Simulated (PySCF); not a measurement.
# Correlation energy of Ni⁺ (nickel, charge +1)

[Ar] 3d9, 2D determinant. Computed with PySCF 2.14 in x2c-TZVPPall (6s5p4d2f1g, 64 functions), with scalar relativity by spin-free X2C-1e. Frozen: [Ne]; 17 electrons correlated.

MP2 pair energies summed by pair of shells (mhartree):

| pair | energy | share (%) |
| --- | --- | --- |
| 3d-3d | -366.65 | 50.7 |
| 3p-3d | -224.62 | 31.0 |
| 3p-3p | -53.34 | 7.4 |
| 3s-3d | -48.60 | 6.7 |
| 3s-3p | -26.14 | 3.6 |
| 3s-3s | -4.06 | 0.6 |

Total MP2 correlation energy: -723.42 mhartree.

Same-spin part -241.07 and opposite-spin part -482.35 mhartree; SCS-MP2 scales them by 1/3 and 6/5 to -659.18 mhartree.

This basis was not built for core-valence correlation, so the inner-shell part is incomplete.
